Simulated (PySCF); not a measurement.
A structure optimised at PBE0-D3(BJ)/def2-SVP, used in a PySCF frequency run:

```xyz
9

N      2.1302    -0.4348    -0.6862
Sn     0.2238     0.2010    -0.5412
O      0.0310     2.1594    -0.6045
O     -0.8401    -0.4083    -2.0785
Br    -0.6593    -0.6235     1.6328
H      2.2765    -1.2817    -0.1384
H      2.3870    -0.6336    -1.6527
H      0.4094     2.5864     0.1738
H     -1.6267     0.1374    -2.2036
```
Charge 0, spin multiplicity 1.

Question: Write its SMILES and formula.

Answer: [NH2][Sn]([OH])([OH])[Br], BrH4NO2Sn

Question: What are its rotational constants (standard atomic weights)?

Answer: 2.7655, 1.0290, 0.99671 GHz
